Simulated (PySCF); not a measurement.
C₅H₁₀.

```xyz
15

C      1.9181     0.1454     0.0000
C      0.5067    -0.4146     0.0000
C     -0.4997     0.0653    -1.0811
C     -1.6092     0.0665     0.0000
C     -0.4997     0.0653     1.0811
H      2.4808    -0.1821    -0.8902
H      1.9037     1.2485     0.0000
H      2.4808    -0.1821     0.8902
H      0.5436    -1.5180     0.0000
H     -0.6419    -0.5691    -1.9699
H     -0.2597     1.0873    -1.4184
H     -2.1810    -0.8748     0.0000
H     -2.3224     0.9048     0.0000
H     -0.2597     1.0873     1.4184
H     -0.6419    -0.5691     1.9699
```
Charge 0, spin multiplicity 1.

Coordinates come from a B3LYP-D3(BJ)/def2-SVP optimisation.

The numbers are results of B3LYP/pcSseg-1 (PySCF), not measurements. Non-relativistic, no solvent.

Computed absolute GIAO shielding of each atom: isotropic value and principal components (ppm):
```tsv
atom	σ(iso)	σ11	σ22	σ33	span
C1	154.7	137.8	146.7	179.5	41.7
C2	143.3	127.2	150.6	152.1	24.8
C3	145.5	133.4	135.9	167.4	34.0
C4	158.2	145.9	159.2	169.4	23.5
C5	145.5	133.4	135.9	167.4	34.0
H6	30.2	26.3	27.7	36.5	10.2
H7	30.6	27.2	29.5	34.9	7.8
H8	30.2	26.3	27.7	36.5	10.2
H9	29.1	25.9	29.2	32.3	6.5
H10	29.4	26.2	26.8	35.3	9.1
H11	29.9	27.5	28.8	33.3	5.8
H12	29.6	27.1	27.1	34.5	7.5
H13	29.7	26.0	26.8	36.3	10.2
H14	29.9	27.5	28.8	33.3	5.8
H15	29.4	26.2	26.8	35.3	9.1
```
